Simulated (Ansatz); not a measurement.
Input for Ansatz (an electronic-structure program): R-B3LYP/def2-TZVPP on Cl2Hg (SMILES [Cl][Hg][Cl]), atoms moved off the minimum. Elements past Kr take the def2 small-core potentials; no spin–orbit coupling.

Ansatz 0.2 input:
```yaml
crystal:
  periodic: [false, false, false]
  atoms:
    - {symbol: Hg, position_ang: [0.01635895, -0.00220978, -0.01158056]}
    - {symbol: Cl, position_ang: [0.00822764, -0.06595823, -2.26870169]}
    - {symbol: Cl, position_ang: [-0.06159823, -0.00050389, 2.32950783]}
basis:
  gaussian:
    orbitals: def2-TZVPP
hamiltonian:
  xc: {name: B3LYP}
scf: {lower_state_search: off}
output: {forces: true}
```

Task: What total energy does the run end on?

Result: -1074.0685 hartree.

Task: How many basis functions does it have, and what does it roughly cost on one machine?

Result: 143 functions; about 6 core-seconds (a rough figure).
